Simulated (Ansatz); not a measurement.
Level of theory: Ansatz (a program for electronic structure) with frozen-core CCSD(T)/def2-TZVPP // r2SCAN-D4/def2-SVP.

Ansatz 0.2 input:
```yaml
crystal:
  periodic: [false, false, false]
  atoms:
    - { symbol: Cd, position_ang: [0.000001, -0.000001, 0.0] }
    - { symbol: Br, position_ang: [-0.984918, 2.110222, 0.598592] }
    - { symbol: Br, position_ang: [0.984915, -2.11022, -0.598591] }
basis:
  gaussian: { orbitals: def2-TZVPP }
correlation:
  method: ccsd_t
```

Output:

```
Functional definition: HF
1046 factors; integrals over basis functions are off by at most 1.1e-3 eV
mean field evaluation 1: about -144540.6597 eV, gradient 1.9e1 eV
mean field evaluation 2: about -144540.9394 eV, gradient 1.9e1 eV
mean field evaluation 4: about -144542.1598 eV, gradient 1.6e0 eV
mean field evaluation 8: about -144542.1783 eV, gradient 2.2e-1 eV
mean field evaluation 16: about -144542.1785 eV, gradient 2.0e-6 eV
mean field -144542.17846517 eV, -5311.8270843876 hartree, gradient 2.0e-6 eV, S^2 0.000000; 0 other end points of the search recorded, 0 dependent functions left out
18 core orbitals not correlated
reference -144542.17846517 eV, -5311.8270843876 hartree; 27, 27 occupied and 107, 107 virtual orbitals, 1046 factors
second order -33.79941257 eV of doubles, -0.00000000 eV of singles
cycle   1  -32.44274832 eV  change     1.4e0 eV  update   1.1e-1
cycle   2  -33.13508996 eV  change   -6.9e-1 eV  update   2.9e-2
cycle   3  -33.24482098 eV  change   -1.1e-1 eV  update   1.9e-2
cycle   4  -33.18902729 eV  change    5.6e-2 eV  update   6.6e-3
cycle   5  -33.18902567 eV  change    1.6e-6 eV  update   2.5e-3
cycle   6  -33.19192752 eV  change   -2.9e-3 eV  update   5.7e-4
cycle   7  -33.19140027 eV  change    5.3e-4 eV  update   2.1e-4
cycle   8  -33.19139070 eV  change    9.6e-6 eV  update   6.6e-5
perturbative correction -1.02229194 eV, -0.0375685359 hartree
Total energy: -144576.39214782 eV, -5313.0844140340 hartree
```

Cost: very roughly 25 core-seconds.
